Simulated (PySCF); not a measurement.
Work out the structure from these simulated measurements.

Formula: C5H2F2N2.

* 13C NMR: chemical shifts (computed TMS as zero) by class: 148.4 (1 C), 115.2 (1 C), 114.6 (1 C), 113.7 (1 C), 79.8 (1 C) ppm [GIAO PBE0/pcSseg-1]
* Rotational structure: rotational constants A, B, C: 2.357, 1.376, 0.874 GHz [PBE0-D3(BJ)/def2-SVP]
* Dipole: 2.14 D [PBE0/def2-SVPD]
* NMR, other nuclei: isotropic shieldings of nuclei other than C and H, by class: -93 (1 N), -90 (1 N), 267 (1 F), 430 (1 F) ppm [GIAO PBE0/pcSseg-1]
* XPS: C1s 293.1, C1s 293.1, C1s 293.2, C1s 294.8, C1s 295.2, N1s 405.8, N1s 405.9, F1s 693.9, F1s 694.6 eV [ΔSCF SCAN, pcX-2 on the ionised atom, pcseg-1 elsewhere, spin-free X2C]
* Valence photoelectron: vertical ionisation energy: 10.72 eV [ΔSCF PBE0/def2-SVPD]
* Triplet: lowest triplet excitation (Tamm–Dancoff): 3.03 eV [TDA PBE0/def2-SVPD]

The electronic properties come from PySCF, for the isolated species, density fitting. Levels stand in brackets. The structure is a single PBE0-D3(BJ)/def2-SVP conformer in the gas phase; no vibrational or solvent corrections. Each NMR value is the plain mean over a class of atoms that symmetry, rotation or inversion makes alike.

Question: What is the compound? Reason from the data.

Answer: Numbering: `[N:1]#[C:2]/[C:3]([F:4])=[C:5](/[C:6]#[N:7])[CH2:8][F:9]`. Its formula, C5H2F2N2, gives 5 degrees of unsaturation: 0 rings and 5 π bonds in the structure found. 5 carbons fall into 5 classes; from least to most shielded: vinylic C–F carbon [C3] (148.4 ppm), nitrile carbon [C2] (115.2 ppm), nitrile carbon [C6] (114.6 ppm), fully substituted alkene carbon [C5] (113.7 ppm), sp3 C–F carbon [C8] (79.8 ppm). The other shieldings belong to: -93 ppm, nitrile nitrogen [N7]; -90 ppm, nitrile nitrogen [N1]; 267 ppm, vinyl fluorine [F4]; 430 ppm, alkyl fluorine [F9]. The core levels belong to: C1s 293.1 eV, nitrile carbon [C6]; C1s 293.1 eV, fully substituted alkene carbon [C5]; C1s 293.2 eV, nitrile carbon [C2]; C1s 294.8 eV, sp3 C–F carbon [C8]; C1s 295.2 eV, vinylic C–F carbon [C3]; N1s 405.8 eV, nitrile nitrogen [N7]; N1s 405.9 eV, nitrile nitrogen [N1]; F1s 693.9 eV, alkyl fluorine [F9]; F1s 694.6 eV, vinyl fluorine [F4]. The hole state at 405.9 eV has ⟨S²⟩ = 0.83 against 0.75, so that value is less sure. The hole state at 293.2 eV has ⟨S²⟩ = 0.85 against 0.75, so that value is less sure. The hole state at 295.2 eV has ⟨S²⟩ = 0.83 against 0.75, so that value is less sure. The hole state at 293.1 eV has ⟨S²⟩ = 0.83 against 0.75, so that value is less sure. The hole state at 405.8 eV has ⟨S²⟩ = 0.82 against 0.75, so that value is less sure. The first electron is taken from the HOMO, whose largest Löwdin shares are 0.22 on the fully substituted alkene carbon, 0.19 on the vinylic C–F carbon, 0.14 on a nitrile nitrogen and 0.12 on a nitrile nitrogen. By its constants the optimised geometry is an asymmetric top. Structure: `N#C/C(F)=C(/C#N)CF`. The assignments are read from this structure; whether some other isomer fits the data as well wasn't checked.

The values belong to the conformer `[N:1]#[C:2]/[C:3]([F:4])=[C:5](/[C:6]#[N:7])[CH2:8][F:9]`: C3–C5–C8–F9 -3°.
